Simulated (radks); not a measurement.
Task: Spin polarisation of the 2p2 shell in the oxygen ion O2+. Start: [He] 2s2 2p(up 1, down 1); electrons of 2p are moved from spin down to spin up, other shells keep equal spins. Calculated with a radial shooting solver on a logarithmic mesh with Libxc functionals: scalar-relativistic Kohn-Sham, PBEsol, spin-polarised, spherical densities, finite nucleus; Fermi nuclear charge, rms radius of each element as measured or else 0.836 A^(1/3) + 0.57 fm. Estimate the energy gained and the exchange splitting at a moment of 2 Bohr magnetons.

Result: At moment 2 the spin-polarisation energy is -2.434 eV and the 2p exchange splitting 4.926 eV, that is 2.463 eV per Bohr magneton; E = -I m^2/4 would give I = 2.434 eV.
